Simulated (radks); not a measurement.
All-electron atom: C in [He] 2s0.5 2p3.5 (fractional occupations, a model configuration).

All-electron calculation, scalar-relativistic Kohn-Sham, BLYP, spin-unpolarised, spherical densities, finite nucleus; Fermi nuclear charge, rms radius 2.4702 fm. Program: a radial shooting solver on a logarithmic mesh with Libxc functionals.

Energy parts (eV):
total: -1016.474
kinetic: 1014.127
electron-nucleus: -2369.321
Hartree: 476.317
exchange-correlation: -137.597

Orbitals (lengths in bohr, moments of r in powers of bohr; <r^-3> diverges for s and p1/2; r(90%) holds 90 % of the orbital's charge):
\begin{tabular}{lrrrrrr}
orbital & occ. & eigenvalue (eV) & <r^-3> & r(90%) & <r^4> & <r^2> \\ \hline
1s & 2 & -275.2435 & - & 0.486 & 0.02605 & 0.09915 \\
2s & 0.5 & -14.2478 & - & 2.50 & 17.28 & 2.958 \\
2p & 3.5 & -5.8278 & 1.796 & 3.07 & 42.58 & 4.091 \\
\end{tabular}

The highest occupied level is 2p at -5.828 eV. The density falls to 0.001 e/bohr^3 at r = 3.82 bohr. Summed over all electrons, <r^2> = 15.99 bohr^2, which gives a Langevin (diamagnetic) susceptibility term of -12.7 x 10^-6 cm^3/mol. The electron density at the nucleus is 126.3 e/bohr^3 (large components only).
